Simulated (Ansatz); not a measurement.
Two isomers of C9H12: A = `Cc1ccc(C)c(C)c1`, B = `CCCc1ccccc1`.

Calculated with Ansatz (gas phase, PBE0-D4/def2-TZVP geometries, no zero-point term in ΔE). CCSD(T)/CBS adds triple-zeta CCSD(T) − MP2 to the extrapolated MP2 energy (def2 sets, frozen cores). Functionals use def2-TZVPP. B3LYP here is the variant with VWN-RPA as its local correlation; programs differ in this. Each species was taken in one conformer, which may not be the lowest.

A:

```xyz
21

C     2.577   -0.094    1.857
C     1.303    0.118    1.098
C     0.468    1.191    1.371
C    -0.697    1.381    0.642
C    -1.067    0.513   -0.376
C    -2.329    0.736   -1.148
C    -0.233   -0.578   -0.660
C    -0.591   -1.547   -1.744
C     0.928   -0.753    0.080
H     2.600    0.507    2.768
H     2.704   -1.142    2.139
H     3.447    0.186    1.254
H     0.727    1.887    2.162
H    -1.338    2.227    0.872
H    -2.131    0.864   -2.217
H    -2.851    1.626   -0.795
H    -3.014   -0.113   -1.056
H    -1.557   -2.024   -1.554
H     0.161   -2.332   -1.832
H    -0.673   -1.049   -2.715
H     1.566   -1.604   -0.147
```

B:

Z-matrix (Å, degrees):
```
C
C 1 1.518
H 1 1.094 2 111.0
H 1 1.092 2 111.3 3 119.9
H 1 1.092 2 111.2 3 -119.9
C 2 1.530 1 113.5 3 -59.6
H 2 1.095 1 109.6 3 178.5
H 2 1.095 1 109.7 3 62.0
C 6 1.501 2 113.1 1 -63.7
H 6 1.095 2 109.2 1 58.3
H 6 1.095 2 108.9 1 174.5
C 9 1.391 6 121.4 2 101.7
C 9 1.393 6 120.4 2 -76.7
C 12 1.387 9 121.0 6 -178.2
H 12 1.085 9 119.2 6 1.9
C 13 1.385 9 121.0 6 178.2
H 13 1.086 9 119.3 6 -2.1
C 14 1.386 12 120.1 9 -0.1
H 14 1.084 12 119.8 9 -179.9
H 16 1.084 13 119.8 9 179.7
H 18 1.084 14 120.3 12 -179.8
```

(1) Which is lower in electronic energy at CCSD(T)/CBS, and by how much? (An estimate is asked.)

(2) Give E(B) − E(A) in kJ/mol with CCSD/def2-TZVPP, LDA (SPW92), B3LYP-D4, r2SCAN-D4, CCSD(T)/def2-TZVPP, B2PLYP, ωB97M-V. (Best estimate.)

Largest T1 diagnostic: 0.010.

Answers

(1) Ansatz gave: A, by 16.0 kJ/mol.

(2) Ansatz gave: CCSD/def2-TZVPP 15.0, LDA (SPW92) 28.3, B3LYP-D4 19.6, r2SCAN-D4 22.0, CCSD(T)/def2-TZVPP 16.5, B2PLYP 18.6, ωB97M-V 17.7. None reverses the order clearly.

In def2-TZVPP, CCSD(T) changes the Hartree–Fock value by +5.8 kJ/mol (the triples alone add +1.6 kJ/mol) and MP2 by +9.4 kJ/mol. Leaving LDA and LC-ωPBE aside and taking each functional with its dispersion term where it has one, the values, not all of them listed here, spread over 5.7 kJ/mol, from BHLYP-D4 to B97M-V. LDA lies +5.7 kJ/mol from PBE without D4.
